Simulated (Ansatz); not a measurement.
Caution, from a PySCF single point (B3LYP-D3(BJ)/def2-TZVPD) at this geometry: the highest occupied level lies above zero, so the state may not be bound. This singlet lies 1.12 eV below the relaxed triplet at the level composite: frozen-core CCSD(T) with HF/aug-cc-pVQZ and the correlation energy extrapolated as X^-3 from aug-cc-pVTZ and aug-cc-pVQZ, plus CCSDT(Q) minus CCSD(T) in aug-cc-pVDZ // B3LYP-D3(BJ)/def2-TZVPD (Ansatz, a quantum-chemistry and plane-wave program).

A geometry relaxed with Ansatz with B3LYP-D3(BJ)/def2-TZVPD, charge -1, multiplicity 1:

```xyz
3

Al    -0.3418     0.8551     0.0000
H     -1.3243    -0.5252     0.0000
Cl     1.6660    -0.3299     0.0000
```

**Question.** Write the SMILES of this molecule.

**Answer.** `[AlH-][Cl]`
